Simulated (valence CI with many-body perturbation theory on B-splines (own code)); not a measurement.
## E1 line list for Ho³⁴⁺

Computed by valence CI with perturbative core correlation (CI+MBPT): five valence electrons over a frozen Dirac-Fock core [Ar] 3d10, a basis of 9 s, 9 p, 8 d, 6 f, 3 g, 1 h functions for each j, with the one-electron correlation potential Σ1, the two-electron term Σ2, the three-electron term Σ3, Breit, model QED; selected CI, second order for the rest (own B-spline code, finite nucleus).

The last digits are not significant, and no measured levels were compared; by estimate large intervals hold to a few tenths of a per cent, small ones and those within an open d or f shell to about a per cent. Among the levels kept, up to 300 cm⁻¹ of a level comes from second order outside the variational space, and about a tenth of that is noise between levels of different J, which matters for small intervals.

Lines 51 to 100 of 220 in falling wavelength, among levels below 2269100 cm⁻¹, chosen from the strongest by gf and those to the six lowest levels. Wavelengths and rates use the calculated energies. Electric multipoles are in the length gauge, E1 and E2 with the static RPA response of the core. Weak lines are less certain than strong ones. Lines between different terms over intervals too small for the method are left out, as are lines whose strength nearly cancels. The highest levels of a list are the least certain.

Levels are named by their leading jj configuration (3d3/2^4 stands for four electrons in 3d with j = 3/2), which in mixed levels can hold well under half, so a name can repeat and another be missing. Letters in brackets count levels of one name in rising energy.

```tsv
λ vac (Å)	Upper	Lower	A (s⁻¹)	log gf	Branch %
157.4	(4s 4p1/2^2 4p3/2 4d3/2) J=3/2 [a]	(4s^2 4p1/2 4p3/2 4d3/2) J=1/2 [a]	1.84e+09	-1.56	5.5
157.4	(4s 4p1/2^2 4p3/2 4d3/2) J=1/2 [a]	(4s^2 4p1/2 4p3/2 4d3/2) J=1/2 [a]	7.02e+09	-1.28	36.9
157.0	(4s 4p1/2^2 4p3/2 4d3/2) J=3/2 [a]	(4s^2 4p1/2 4p3/2 4d3/2) J=5/2 [a]	3.26e+09	-1.32	9.7
156.5	(4s 4p1/2^2 4p3/2 4d5/2) J=5/2	(4s^2 4p1/2 4p3/2 4d3/2) J=3/2 [b]	3.37e+08	-2.13	0.3
156.5	(4s 4p1/2^2 4p3/2 4d3/2) J=5/2 [a]	(4s^2 4p1/2 4p3/2 4d3/2) J=3/2 [a]	1.70e+09	-1.43	7.3
155.5	(4s 4p1/2^2 4p3/2 4d3/2) J=1/2 [b]	(4s^2 4p1/2 4p3/2 4d3/2) J=3/2 [b]	1.54e+09	-1.95	0.6
155.4	(4s 4p1/2^2 4p3/2 4d3/2) J=3/2 [a]	(4s^2 4p1/2 4p3/2 4d3/2) J=3/2 [a]	4.27e+09	-1.21	12.7
155.4	(4s 4p1/2^2 4p3/2 4d3/2) J=1/2 [a]	(4s^2 4p1/2 4p3/2 4d3/2) J=3/2 [a]	2.13e+09	-1.81	11.2
155.3	(4s 4p1/2^2 4p3/2 4d5/2) J=5/2	(4s^2 4p1/2 4p3/2 4d3/2) J=5/2 [b]	1.02e+09	-1.65	0.8
153.6	(4s 4p1/2^2 4p3/2 4d3/2) J=7/2	(4s^2 4p1/2 4p3/2 4d3/2) J=5/2 [a]	1.23e+09	-1.46	10.5
152.4	(4s 4p1/2^2 4p3/2 4d3/2) J=1/2 [b]	(4s^2 4p1/2 4p3/2 4d3/2) J=1/2 [b]	4.75e+09	-1.48	1.9
150.2	(4s 4p1/2^2 4p3/2^2) J=1/2	(4s^2 4p1/2 4p3/2^2) J=1/2	1.70e+10	-0.94	13.6
150.0	(4s^2 4p1/2 4p3/2 4d3/2) J=1/2 [b]	(4s^2 4p3/2^3) J=3/2	4.71e+09	-1.50	0.8
148.2	(4s^2 4p1/2 4p3/2 4d3/2) J=5/2 [b]	(4s^2 4p3/2^3) J=3/2	4.12e+08	-2.09	0.1
147.1	(4s^2 4p1/2 4p3/2 4d3/2) J=3/2 [b]	(4s^2 4p3/2^3) J=3/2	9.37e+08	-1.91	0.1
145.2	(4s 4p1/2^2 4p3/2^2) J=3/2	(4s^2 4p1/2 4p3/2^2) J=1/2	3.03e+07	-3.42	0.0
143.8	(4s 4p1/2^2 4p3/2 4d5/2) J=3/2	(4s 4p1/2 4p3/2^3) J=5/2	2.03e+10	-0.60	17.6
142.1	(4s^2 4p1/2 4p3/2 4d5/2) J=3/2 [a]	(4s^2 4p3/2^3) J=3/2	1.28e+09	-1.81	0.6
141.0	(4s 4p1/2^2 4p3/2 4d3/2) J=3/2 [b]	(4s^2 4p1/2 4p3/2 4d3/2) J=1/2 [a]	2.05e+09	-1.61	1.8
141.0	(4s 4p1/2^2 4p3/2 4d3/2) J=5/2 [b]	(4s^2 4p1/2 4p3/2 4d3/2) J=7/2	1.23e+10	-0.66	12.5
140.7	(4s 4p1/2^2 4p3/2 4d3/2) J=3/2 [b]	(4s^2 4p1/2 4p3/2 4d3/2) J=5/2 [a]	1.06e+10	-0.90	9.4
140.0	(4s 4p1/2^2 4p3/2 4d5/2) J=5/2	(4s 4p1/2 4p3/2^3) J=5/2	4.39e+09	-1.11	3.3
139.4	(4s 4p1/2^2 4p3/2 4d3/2) J=3/2 [b]	(4s^2 4p1/2 4p3/2 4d3/2) J=3/2 [a]	7.70e+08	-2.05	0.7
138.7	(4s 4p1/2^2 4p3/2 4d5/2) J=7/2	(4s^2 4p1/2 4p3/2 4d5/2) J=7/2 [a]	3.13e+08	-2.14	0.2
136.9	(4s^2 4p1/2 4p3/2 4d3/2) J=1/2 [c]	(4s^2 4p3/2^3) J=3/2	3.60e+09	-1.69	0.6
135.8	(4s 4p1/2^2 4p3/2^2) J=3/2	(4s^2 4p1/2 4p3/2^2) J=5/2	1.78e+10	-0.71	7.0
135.0	(4s 4p1/2^2 4p3/2 4d5/2) J=3/2	(4s 4p1/2 4p3/2^3) J=3/2	7.48e+09	-1.09	6.5
134.2	(4s^2 4p1/2 4p3/2 4d5/2) J=5/2 [a]	(4s^2 4p3/2^3) J=3/2	4.30e+09	-1.16	1.0
133.1	(4s 4p1/2^2 4p3/2^2) J=1/2	(4s^2 4p1/2 4p3/2^2) J=3/2	1.87e+07	-4.00	0.0
132.9	(4s^2 4p1/2^2 4d5/2) J=5/2	(4s^2 4p1/2 4p3/2^2) J=5/2	1.07e+09	-1.77	0.6
132.5	(4s 4p1/2^2 4p3/2 4d3/2) J=5/2 [b]	(4s^2 4p1/2 4p3/2 4d3/2) J=3/2 [a]	1.13e+09	-1.75	1.1
131.7	(4s 4p1/2^2 4p3/2 4d5/2) J=5/2	(4s 4p1/2 4p3/2^3) J=3/2	5.11e+09	-1.10	3.9
131.5	(4s 4p1/2^2 4p3/2 4d5/2) J=3/2	(4s^2 4p1/2 4p3/2 4d3/2) J=5/2 [a]	1.76e+09	-1.74	1.5
131.0	(4s 4p1/2^2 4p3/2 4d3/2) J=1/2 [b]	(4s 4p1/2 4p3/2^3) J=3/2	1.65e+09	-2.07	0.7
129.8	(4s^2 4p1/2 4p3/2 4d5/2) J=3/2 [b]	(4s^2 4p3/2^3) J=3/2	6.74e+09	-1.17	1.3
129.2	(4s 4p1/2^2 4p3/2^2) J=3/2	(4s^2 4p1/2 4p3/2^2) J=3/2	6.89e+09	-1.16	2.7
128.0	(4s 4p1/2^2 4p3/2 4d3/2) J=1/2 [b]	(4s^2 4p1/2 4p3/2 4d3/2) J=1/2 [a]	1.90e+09	-2.03	0.8
126.6	(4s 4p1/2^2 4p3/2 4d3/2) J=1/2 [b]	(4s^2 4p1/2 4p3/2 4d3/2) J=3/2 [a]	1.11e+10	-1.27	4.5
126.6	(4s^2 4p1/2 4p3/2 4d5/2) J=5/2 [b]	(4s^2 4p3/2^3) J=3/2	1.61e+09	-1.64	0.2
126.6	(4s^2 4p1/2^2 4d5/2) J=5/2	(4s^2 4p1/2 4p3/2^2) J=3/2	2.06e+09	-1.53	1.1
123.6	(4s^2 4p1/2 4p3/2 4d5/2) J=3/2 [c]	(4s^2 4p3/2^3) J=3/2	6.20e+09	-1.25	1.6
118.9	(4s^2 4p1/2 4p3/2 4d5/2) J=1/2	(4s^2 4p3/2^3) J=3/2	4.29e+09	-1.74	0.7
113.7	(4s 4p1/2^2 4p3/2 4d3/2) J=5/2 [a]	(4s^2 4p1/2^2 4d5/2) J=5/2	3.07e+09	-1.45	13.2
113.1	(4s 4p1/2^2 4p3/2 4d3/2) J=3/2 [a]	(4s^2 4p1/2^2 4d5/2) J=5/2	1.68e+09	-1.89	5.0
111.6	(4s 4p1/2^2 4p3/2 4d3/2) J=5/2 [a]	(4s 4p1/2^2 4p3/2^2) J=3/2	2.02e+09	-1.65	8.7
111.3	(4s 4p1/2^2 4p3/2 4d3/2) J=7/2	(4s^2 4p1/2^2 4d5/2) J=5/2	1.48e+09	-1.66	12.6
111.1	(4s 4p1/2^2 4p3/2 4d3/2) J=3/2 [a]	(4s 4p1/2^2 4p3/2^2) J=3/2	4.51e+09	-1.48	13.4
111.1	(4s 4p1/2^2 4p3/2 4d3/2) J=1/2 [a]	(4s 4p1/2^2 4p3/2^2) J=3/2	4.41e+09	-1.79	23.2
108.3	(4s 4p1/2^2 4p3/2 4d3/2) J=3/2 [a]	(4s 4p1/2^2 4p3/2^2) J=1/2	2.32e+09	-1.79	6.9
105.8	(4s^2 4p1/2 4p3/2 4d3/2) J=3/2 [a]	(4s^2 4p1/2 4p3/2^2) J=1/2	7.44e+06	-4.30	0.0
```

How does gf follow from A for the line at 131.5 Å?

gf = 1.4992 × (2J+1)_upper × A / σ², with σ = 760340 cm⁻¹ and 2J+1 = 4: gf = 0.0183.
